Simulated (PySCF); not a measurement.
C₃H₆O.

```xyz
10

C     -1.3070     0.0000     0.6087
C      0.0000     0.0000    -0.1623
C      1.3070     0.0000     0.6087
O      0.0000     0.0000    -1.3711
H     -1.8864    -0.8774     0.3154
H     -1.1727     0.0000     1.6886
H     -1.8864     0.8774     0.3154
H      1.8864    -0.8774     0.3154
H      1.8864     0.8774     0.3154
H      1.1727     0.0000     1.6886
```
Charge 0, spin multiplicity 1.

Geometry optimised at B3LYP-D3(BJ)/def2-TZVP.

Level of theory: PySCF with PBE0/pcSseg-1. Non-relativistic, no solvent.

Computed absolute GIAO shielding of each atom: isotropic value and principal components (ppm):
```csv
atom,σ(iso),σ11,σ22,σ33,span
C1,154.7,135.7,139.0,189.3,53.6
C2,-25.7,-110.6,-65.7,99.1,209.7
C3,154.7,135.7,139.0,189.3,53.6
O4,-361.4,-985.0,-457.9,358.7,1343.7
H5,29.4,26.7,27.9,33.8,7.1
H6,29.5,26.4,29.9,32.1,5.7
H7,29.4,26.7,27.9,33.8,7.1
H8,29.4,26.7,27.9,33.8,7.1
H9,29.4,26.7,27.9,33.8,7.1
H10,29.5,26.4,29.9,32.1,5.7
```
